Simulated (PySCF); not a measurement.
**AsH₅ + Br₂ → AsH₃ + 2 HBr**

Level: PBE0 in the def2-TZVP basis family, all electrons, no relativity, computed in PySCF with density fitting; open shells unrestricted.

| species | state and structure | E (Eh) | ZPE (kJ/mol) | H(298 K) − H(0) (kJ/mol) | S° (J/(mol K)) |
| --- | --- | --- | --- | --- | --- |
| AsH₅ | singlet, D3h, As–H 1.529 Å (×3), As–H 1.604 Å (×2) | -2238.47042 | 98.8 | 11.5 | 230.3 |
| Br₂ | singlet, D∞h, Br–Br 2.281 Å | -5147.70672 | 2.0 | 9.7 | 244.8 |
| AsH₃ | singlet, C3v, As–H 1.522 Å (×3); H–As–H 92.0° (×3) | -2237.38492 | 57.6 | 10.2 | 222.9 |
| HBr | singlet, C∞v, H–Br 1.421 Å | -2574.45811 | 16.0 | 8.7 | 198.5 |

Task: What is the electronic reaction energy?

Result: At PBE0/def2-TZVP, ΔE = -325.6 kJ/mol from the differences of the total energies times 2625.5, downhill. 

Task: Add zero-point, thermal and entropy terms for 298.15 K and 1 bar.

Result: ΔZPE = -11.2 and Δ[H(298) − H(0)] = 6.4 kJ/mol give ΔH° = -330.4 kJ/mol. ΔS° = 144.8 J/(mol K), so ΔG° = -330.4 − 298.15 × (0.1448) = -374 kJ/mol.

Each species is the lowest minimum found with this bonding; other isomers or fragments can lie lower.
